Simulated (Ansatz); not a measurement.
Ansatz (a first-principles code) input (B3LYP/LANL2DZ): The .json file is the Basis Set Exchange's LANL2DZ.

Ansatz 0.2 input:
```yaml
crystal:
  periodic: [false, false, false]
  atoms:
    - {symbol: F, position_ang: [-0.04865700, 1.84114900, -0.34777500]}
    - {symbol: Ge, position_ang: [-0.01120500, 0.27059200, 0.41038200]}
    - {symbol: Cl, position_ang: [-1.76084500, -0.79215200, -0.30985900]}
    - {symbol: Cl, position_ang: [1.80769700, -0.69192300, -0.27850900]}
basis:
  gaussian:
    orbitals: LANL2DZ.json
hamiltonian:
  xc: {name: B3LYP}
magnetization: {spin_polarized: true, initial_magnetization: 1}
relax: {f_tol: 0.003, max_steps: 120}
```

Output:

```
Functional definition: B3LYP
integrals: 0.01 GiB planned
505 factors; integrals over basis functions are off by at most 8.2e-5 eV
mean field: 0.13 GiB planned
mean field evaluation 1: about -3631.9388 eV, gradient 2.5e1 eV
mean field evaluation 2: about -3621.3822 eV, gradient 6.1e1 eV
mean field evaluation 4: about -3634.8232 eV, gradient 2.1e0 eV
mean field evaluation 8: about -3634.8907 eV, gradient 4.2e-2 eV
mean field evaluation 16: about -3634.8907 eV, gradient 2.7e-5 eV
mean field -3634.89067418 eV, -133.5797684587 hartree, gradient 1.0e-5 eV, S^2 0.752618; 0 other end points of the search recorded, 0 dependent functions left out
the calculation of the forces begins
reference -3634.89087467 eV, -133.5797758265 hartree; 14, 13 occupied and 19, 20 virtual orbitals, 505 factors
relax step   1: F+E_penalty+E_count = -3634.89067418 eV  Δ(F+E_penalty+E_count) = +0.000e0 eV  max|allowed force component| = 1.265e0 eV/Å  Δτ_max = 0.0000 Å  (28 SCF iters, accepted)
these checks for a lower state are left out or cut short: starts, cluster_reference, orbital_swaps, neighbouring_geometries, increment
integrals: 0.01 GiB planned
505 factors; integrals over basis functions are off by at most 8.7e-5 eV
mean field: 0.13 GiB planned
mean field -3635.02994122 eV, -133.5848864281 hartree, gradient 1.3e-5 eV, S^2 0.753563; 0 other end points of the search recorded, 0 dependent functions left out
the calculation of the forces begins
reference -3635.03014308 eV, -133.5848938462 hartree; 14, 13 occupied and 19, 20 virtual orbitals, 505 factors
relax step   2: F+E_penalty+E_count = -3635.02994122 eV  Δ(F+E_penalty+E_count) = -1.393e-1 eV  max|allowed force component| = 3.632e-1 eV/Å  Δτ_max = 0.0673 Å  (30 SCF iters, accepted)
these checks for a lower state are left out or cut short: starts, cluster_reference, orbital_swaps, neighbouring_geometries, increment
integrals: 0.01 GiB planned
505 factors; integrals over basis functions are off by at most 9.1e-5 eV
mean field: 0.13 GiB planned
mean field evaluation 32: about -3635.0430 eV, gradient 1.0e-5 eV
mean field -3635.04301907 eV, -133.5853670302 hartree, gradient 1.0e-5 eV, S^2 0.754008; 0 other end points of the search recorded, 0 dependent functions left out
the calculation of the forces begins
reference -3635.04322163 eV, -133.5853744740 hartree; 14, 13 occupied and 19, 20 virtual orbitals, 505 factors
relax step   3: F+E_penalty+E_count = -3635.04301907 eV  Δ(F+E_penalty+E_count) = -1.308e-2 eV  max|allowed force component| = 7.788e-2 eV/Å  Δτ_max = 0.0274 Å  (31 SCF iters, accepted)
these checks for a lower state are left out or cut short: starts, cluster_reference, orbital_swaps, neighbouring_geometries, increment
integrals: 0.01 GiB planned
505 factors; integrals over basis functions are off by at most 9.3e-5 eV
mean field: 0.13 GiB planned
mean field -3635.04115592 eV, -133.5852985605 hartree, gradient 1.7e-5 eV, S^2 0.754115; 0 other end points of the search recorded, 0 dependent functions left out
the calculation of the forces begins
reference -3635.04135809 eV, -133.5853059903 hartree; 14, 13 occupied and 19, 20 virtual orbitals, 505 factors
relax step   4: F+E_penalty+E_count = -3635.04115592 eV  Δ(F+E_penalty+E_count) = +1.863e-3 eV  max|allowed force component| = 1.616e-1 eV/Å  Δτ_max = 0.0255 Å  (31 SCF iters, rejected (line search))
these checks for a lower state are left out or cut short: starts, cluster_reference, orbital_swaps, neighbouring_geometries, increment
integrals: 0.01 GiB planned
505 factors; integrals over basis functions are off by at most 9.2e-5 eV
mean field: 0.13 GiB planned
mean field -3635.04335496 eV, -133.5853793738 hartree, gradient 1.3e-5 eV, S^2 0.754078; 0 other end points of the search recorded, 0 dependent functions left out
the calculation of the forces begins
reference -3635.04355750 eV, -133.5853868172 hartree; 14, 13 occupied and 19, 20 virtual orbitals, 505 factors
relax step   5: F+E_penalty+E_count = -3635.04335496 eV  Δ(F+E_penalty+E_count) = -3.359e-4 eV  max|allowed force component| = 1.480e-2 eV/Å  Δτ_max = 0.0037 Å  (26 SCF iters, accepted)
these checks for a lower state are left out or cut short: starts, cluster_reference, orbital_swaps, neighbouring_geometries, increment
integrals: 0.01 GiB planned
505 factors; integrals over basis functions are off by at most 9.2e-5 eV
mean field: 0.13 GiB planned
mean field -3635.04336027 eV, -133.5853795691 hartree, gradient 2.7e-5 eV, S^2 0.754077; 0 other end points of the search recorded, 0 dependent functions left out
the calculation of the forces begins
reference -3635.04356281 eV, -133.5853870123 hartree; 14, 13 occupied and 19, 20 virtual orbitals, 505 factors
relax step   6: F+E_penalty+E_count = -3635.04336027 eV  Δ(F+E_penalty+E_count) = -5.313e-6 eV  max|allowed force component| = 5.508e-4 eV/Å  Δτ_max = 0.0005 Å  (21 SCF iters, accepted)
integrals: 0.01 GiB planned
505 factors; integrals over basis functions are off by at most 9.2e-5 eV
mean field: 0.13 GiB planned
mean field evaluation 64: about -3635.0434 eV, gradient 1.3e-2 eV
mean field -3635.04336027 eV, -133.5853795691 hartree, gradient 2.7e-5 eV, S^2 0.754077; 1 other end points of the search recorded, 0 dependent functions left out
the calculation of the forces begins
reference -3635.04356281 eV, -133.5853870123 hartree; 14, 13 occupied and 19, 20 virtual orbitals, 505 factors
Total energy: -3635.04356281 eV, -133.5853870123 hartree
Atom 0 at    -0.049894     1.885778    -0.349579 Å, force     0.000016    -0.000551    -0.000091 eV/Å
Atom 1 at    -0.011901     0.290151     0.427046 Å, force     0.000016    -0.000529    -0.000111 eV/Å
Atom 2 at    -1.851267    -0.826813    -0.318092 Å, force    -0.000327     0.000531     0.000099 eV/Å
Atom 3 at     1.900052    -0.721450    -0.285136 Å, force     0.000294     0.000548     0.000104 eV/Å
Dipole moment:    -0.003434    -0.031129     0.490362 e Å
```

The geometry given is a B3LYP-D3(BJ)/def2-TZVP minimum.
